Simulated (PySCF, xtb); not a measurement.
C2H3ClFNSi, SMILES C#C[Si@@](N)(F)Cl.

GFN2-xTB in xtb 6.7.1 at its own geometry gives an orbital gap of 5.25 eV and a dipole moment of 3.28 D.

Geometry optimised at B3LYP-D3(BJ)/def2-SVP. The structure was generated by enumeration; whether it is a known compound was not checked. One conformer was computed; it need not be the lowest.

**Question.** What does PBE/def2-TZVP run with PySCF give? (The exact figures need the calculation; the answer reports its results.)

**Answer.** gap 5.19 eV (levels -6.76 and -1.56 eV), dipole 2.66 D.
